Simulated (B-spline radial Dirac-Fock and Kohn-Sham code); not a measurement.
## Radiative decay of the 3p3/2 hole in Sr²⁺

System: the Sr²⁺ ion, configuration [Ar] 3d10 4s2 4p6, inside a Watson sphere of charge -2 and radius 2.4 Å (a model of the Madelung potential; inside it an electron's potential energy is raised by 12.0 eV).

Calculated with a radial atomic solver, using one-electron (LDA, Dirac) transition rates at Dirac-Fock energies.

| line | multipole | energy (eV) | width (meV) | share (%) |
| --- | --- | --- | --- | --- |
| M3-M4 | E1 | 137.7 | 0.0272 | 7.71 |
| M3-M5 | E1 | 139.4 | 0.256 | 72.6 |
| M3-N1 | E1 | 230.6 | 0.0696 | 19.7 |

The listed lines hold 100.0 % of the radiative rate. The radiative width is 0.000353 eV in the length form and 0.000294 eV in the velocity form; the two differ because the transition energies are not eigenvalue differences of the potential that gave the orbitals.
